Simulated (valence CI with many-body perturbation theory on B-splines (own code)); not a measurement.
Forbidden lines of Pb31+

Calculated by configuration interaction combined with many-body perturbation theory (CI+MBPT): five valence electrons over a frozen Dirac-Fock core [Kr] 4d10, a basis of 7 s, 7 p, 7 d, 7 f, 4 g, 2 h functions for each j, with the one-electron correlation potential Σ1 (screened to all orders), the two-electron term Σ2, the three-electron term Σ3, Breit, model QED; selected single and double excitations, second order for the rest (own B-spline code, finite nucleus).

No measured spectrum was set against this ion. As an estimate, large intervals hold to a few tenths of a per cent, small ones and those within an open d or f shell to about a per cent. Core correlation moves these levels by up to 6200 cm⁻¹, and in measured spectra 5 to 20 % of such shifts remained as error; rates that hang on mixing are uncertain with them. Among the levels kept, up to 760 cm⁻¹ of a level comes from second order outside the variational space, and about a tenth of that is noise between levels of different J, which matters for small intervals. Only levels of the ground parity were solved; by the run's estimate the other parity begins above the list, which can be wrong where configurations are misplaced.

Lines 1 to 50 of 120 in falling wavelength, among levels below 163770 cm⁻¹, chosen from the decays that carry over 1 % of a level's rate. Wavelengths and rates use the calculated energies. Electric multipoles are in the length gauge, E1 and E2 with the static RPA response of the core. Weak lines are less certain than strong ones. Lines between different terms over intervals too small for the method are left out, as are lines whose strength nearly cancels. Where a level lies close to another of its J and parity, the split of strength between their lines is uncertain. Branching is blank where the lifetime is uncertain.

Levels are named by their leading jj configuration (3d3/2^4 stands for four electrons in 3d with j = 3/2), which in mixed levels can hold well under half, so a name can repeat and another be missing. Letters in brackets count levels of one name in rising energy.

```
λ vac (Å)                         Upper                         Lower  Type   A (s⁻¹)  Branch %
    26730        (4f5/2^4 4f7/2) J=15/2    (4f5/2^4 4f7/2) J=11/2 [a]    E2  7.75e-09          
    25670        (4f5/2^4 4f7/2) J=13/2        (4f5/2^4 4f7/2) J=15/2    M1  1.07e+00       5.2
    21410         (4f5/2^4 4f7/2) J=1/2     (4f5/2^4 4f7/2) J=3/2 [a]    M1  9.87e+00      99.2
    19300      (4f5/2^3 4f7/2^2) J=21/2      (4f5/2^3 4f7/2^2) J=19/2    M1  1.98e+00     100.0
    13090        (4f5/2^4 4f7/2) J=13/2    (4f5/2^4 4f7/2) J=11/2 [a]    M1  1.96e+01      94.8
    12220  (4f5/2^3 4f7/2^2) J=17/2 [b]      (4f5/2^3 4f7/2^2) J=19/2    M1  8.75e-01       2.6
     9847  (4f5/2^3 4f7/2^2) J=17/2 [b]  (4f5/2^3 4f7/2^2) J=15/2 [b]    M1  1.50e+01      44.8
     8060         (4f5/2^4 4f7/2) J=5/2         (4f5/2^4 4f7/2) J=7/2    M1  1.55e+01       1.0
     7702    (4f5/2^4 4f7/2) J=11/2 [a]   (4f5/2^3 4f7/2^2) J=9/2 [a]    M1  1.44e+02     100.0
     7546   (4f5/2^3 4f7/2^2) J=5/2 [b]   (4f5/2^3 4f7/2^2) J=5/2 [a]    M1  3.91e+01       1.0
     7544    (4f5/2^4 4f7/2) J=11/2 [b]     (4f5/2^4 4f7/2) J=9/2 [a]    M1  4.75e+01       7.5
     7162   (4f5/2^3 4f7/2^2) J=9/2 [c]   (4f5/2^3 4f7/2^2) J=7/2 [b]    M1  6.82e+01       5.3
     6724   (4f5/2^3 4f7/2^2) J=3/2 [b]   (4f5/2^3 4f7/2^2) J=5/2 [b]    M1  6.39e+01       7.0
     6653   (4f5/2^3 4f7/2^2) J=7/2 [a]   (4f5/2^3 4f7/2^2) J=9/2 [a]    M1  1.69e+01       1.9
     6422      (4f5/2^3 4f7/2^2) J=19/2  (4f5/2^3 4f7/2^2) J=17/2 [a]    M1  9.25e+01     100.0
     6238     (4f5/2^4 4f7/2) J=9/2 [a]   (4f5/2^3 4f7/2^2) J=7/2 [a]    M1  1.59e+02      59.2
     5947  (4f5/2^3 4f7/2^2) J=17/2 [a]  (4f5/2^3 4f7/2^2) J=15/2 [a]    M1  6.49e+01       4.3
     5688   (4f5/2^3 4f7/2^2) J=3/2 [b]   (4f5/2^3 4f7/2^2) J=3/2 [a]    M1  1.21e+01       1.3
     5532     (4f5/2^4 4f7/2) J=9/2 [a]    (4f5/2^4 4f7/2) J=11/2 [a]    M1  1.19e+01       4.4
     4934  (4f5/2^3 4f7/2^2) J=11/2 [a]     (4f5/2^4 4f7/2) J=9/2 [a]    M1  2.38e+01       1.1
     4912   (4f5/2^3 4f7/2^2) J=9/2 [a]         (4f5/2^4 4f7/2) J=7/2    M1  6.32e+02     100.0
     4455   (4f5/2^3 4f7/2^2) J=5/2 [a]   (4f5/2^3 4f7/2^2) J=7/2 [a]    M1  1.64e+02       3.1
     4352   (4f5/2^3 4f7/2^2) J=7/2 [a]         (4f5/2^4 4f7/2) J=5/2    M1  5.49e+02      60.4
     4220    (4f5/2^4 4f7/2) J=11/2 [b]        (4f5/2^4 4f7/2) J=13/2    M1  1.43e+01       2.3
     4210  (4f5/2^3 4f7/2^2) J=17/2 [b]  (4f5/2^3 4f7/2^2) J=17/2 [a]    M1  8.55e+00      25.6
     4185   (4f5/2^3 4f7/2^2) J=7/2 [b]   (4f5/2^3 4f7/2^2) J=5/2 [a]    M1  3.85e+02      11.3
     4166   (4f5/2^3 4f7/2^2) J=9/2 [c]  (4f5/2^3 4f7/2^2) J=11/2 [a]    M1  1.57e+01       1.2
     4072  (4f5/2^3 4f7/2^2) J=15/2 [a]        (4f5/2^4 4f7/2) J=13/2    M1  1.88e+02      15.6
     3991  (4f5/2^3 4f7/2^2) J=15/2 [b]  (4f5/2^3 4f7/2^2) J=13/2 [a]    M1  3.65e+02      32.8
     3607   (4f5/2^3 4f7/2^2) J=9/2 [c]   (4f5/2^3 4f7/2^2) J=9/2 [b]    M1  1.13e+02       8.8
     3555   (4f5/2^3 4f7/2^2) J=3/2 [b]   (4f5/2^3 4f7/2^2) J=5/2 [a]    M1  9.30e+01      10.1
     3514  (4f5/2^3 4f7/2^2) J=15/2 [a]        (4f5/2^4 4f7/2) J=15/2    M1  1.02e+03      84.4
     3450         (4f5/2^4 4f7/2) J=7/2               (4f5/2^5) J=5/2    M1  1.41e+03     100.0
     3401  (4f5/2^3 4f7/2^2) J=11/2 [b]  (4f5/2^3 4f7/2^2) J=11/2 [a]    M1  2.72e+02      22.9
     3342  (4f5/2^3 4f7/2^2) J=13/2 [a]        (4f5/2^4 4f7/2) J=13/2    M1  8.26e+02      53.1
     3312  (4f5/2^3 4f7/2^2) J=11/2 [b]  (4f5/2^3 4f7/2^2) J=13/2 [a]    M1  1.21e+01       1.0
     3299   (4f5/2^3 4f7/2^2) J=7/2 [b]     (4f5/2^4 4f7/2) J=9/2 [a]    M1  1.46e+02       4.3
     3296     (4f5/2^4 4f7/2) J=9/2 [b]   (4f5/2^3 4f7/2^2) J=9/2 [b]    M1  2.61e+02       8.2
     3288  (4f5/2^3 4f7/2^2) J=15/2 [b]  (4f5/2^3 4f7/2^2) J=15/2 [a]    M1  1.03e+02       9.3
     3224   (4f5/2^3 4f7/2^2) J=9/2 [c]    (4f5/2^4 4f7/2) J=11/2 [b]    M1  4.64e+01       3.6
     3219     (4f5/2^4 4f7/2) J=9/2 [a]   (4f5/2^3 4f7/2^2) J=9/2 [a]    M1  2.06e+01       7.7
     3192    (4f5/2^4 4f7/2) J=11/2 [b]    (4f5/2^4 4f7/2) J=11/2 [a]    M1  6.07e+01       9.6
     3084  (4f5/2^3 4f7/2^2) J=13/2 [b]  (4f5/2^3 4f7/2^2) J=11/2 [a]    M1  4.89e+02      41.0
     3069   (4f5/2^3 4f7/2^2) J=9/2 [b]   (4f5/2^3 4f7/2^2) J=7/2 [a]    M1  8.15e+01       1.9
     3058   (4f5/2^3 4f7/2^2) J=5/2 [c]   (4f5/2^3 4f7/2^2) J=5/2 [b]    M1  1.33e+02       3.1
     3011  (4f5/2^3 4f7/2^2) J=13/2 [b]  (4f5/2^3 4f7/2^2) J=13/2 [a]    M1  1.49e+02      12.5
     2973     (4f5/2^4 4f7/2) J=9/2 [b]    (4f5/2^4 4f7/2) J=11/2 [b]    M1  1.53e+02       4.8
     2826   (4f5/2^3 4f7/2^2) J=7/2 [a]         (4f5/2^4 4f7/2) J=7/2    M1  2.84e+02      31.3
     2825   (4f5/2^3 4f7/2^2) J=5/2 [c]   (4f5/2^3 4f7/2^2) J=3/2 [a]    M1  9.39e+02      21.5
     2801   (4f5/2^3 4f7/2^2) J=5/2 [b]   (4f5/2^3 4f7/2^2) J=7/2 [a]    M1  2.57e+02       6.8
```
